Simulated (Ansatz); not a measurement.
Ansatz results at the PBE0-D4/def2-TZVP geometry: LUMO energy (ωB97M-V/def2-TZVPP) 0.98 eV; HOMO–LUMO gap (ωB97M-V/def2-TZVPP) 9.31 eV; LUMO energy (B3LYP/def2-TZVPP) -0.68 eV.

Each molecule was computed in one conformer, which needn't be the lowest.

(1) Which molecule gave them?
A. `OC=C=C1CO1`
B. `N[CH2][Zn][AsH2]`
C. `[SiH3][SiH]1BC1`
D. `C[B]([AlH2])NP`

Results:

(1) B. The others give `[SiH3][SiH]1BC1`: 0.27, 9.12, -1.82; `C[B]([AlH2])NP`: -0.27, 8.57, -2.16; `OC=C=C1CO1`: 2.08, 11.10, -0.16.

B3LYP here is the variant with VWN-RPA as its local correlation; programs differ in this.
